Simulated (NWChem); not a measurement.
A series in which one site is exchanged, each optimised at PBE0/def2-SVP with NWChem, gas phase unless a solvent is named. This build's default masses of Se (78.918 u) and Br (79.917 u) are each other's, which moves their modes by up to 0.6 %.

A: ClB(Br)Br (BBr2Cl; site = Br)
B: ClB(Cl)Br (BBrCl₂; site = Cl)
C: FB(Cl)Br (BBrClF; site = F)
D: BrBCl (BHBrCl; site = H)

```
quantity                                             A     B     C    D
------------------------------------------------  ----  ----  ----  ---
dipole (D), PBE0/def2-SVP                         0.03  0.04  0.25  ___
orbital gap (eV), PBE0/def2-SVP                   6.55  6.95  7.79  ___
highest harmonic frequency (cm⁻¹), PBE0/def2-SVP   948   987  1347  ___
static polarisability, PBE/def2-SVPD (bohr³)      73.6  65.5  51.1  ___
```

### Question
Some entries are withheld; supply them.

### Answer

- dipole (D), PBE0/def2-SVP, D: 0.34
- orbital gap (eV), PBE0/def2-SVP, D: 6.80
- highest harmonic frequency (cm⁻¹), PBE0/def2-SVP, D: 2703
- static polarisability, PBE/def2-SVPD (bohr³), D: 52.3
